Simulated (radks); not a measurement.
Task: Cu+, configuration [Ar] 3d7 4s2 4p1 (not the ground configuration). Calculated with a radial shooting solver on a logarithmic mesh with Libxc functionals: scalar-relativistic Kohn-Sham, BLYP, spin-polarised, spherical densities, finite nucleus; open shells are filled with parallel spins first; Fermi nuclear charge, rms radius 3.8823 fm. Some entries of the table are withheld. Estimate them.

| orbital | occ. | eigenvalue (hartree) | <1/r> (bohr^-1) |
|---|---|---|---|
| 1s up | 1 | -326.5460 | 29.16 |
| 1s down | 1 | -326.5442 | 29.16 |
| 2s up | 1 | -40.34768 | 6.322 |
| 2s down | 1 | -40.27212 | 6.330 |
| 2p up | 3 | -34.99338 | 6.205 |
| 2p down | 3 | -34.93543 | 6.212 |
| 3s up | 1 | -5.42635 | 2.034 |
| 3s down | 1 | -5.28089 | 2.025 |
| 3p up | 3 | -3.84502 | 1.894 |
| 3p down | 3 | -3.70289 | 1.883 |
| 3d up | 5 | -1.30020 | 1.577 |
| 3d down | 2 | -1.16474 | 1.553 |
| 4s up | 1 | -0.68693 | (1) |
| 4s down | 1 | -0.63936 | (2) |
| 4p up | 1 | -0.40977 | 0.4848 |
| 4p down | 0 | -0.37217 | 0.4679 |

Result: 
(1) 4s up <1/r> (bohr^-1): 0.6034
(2) 4s down <1/r> (bohr^-1): 0.5918
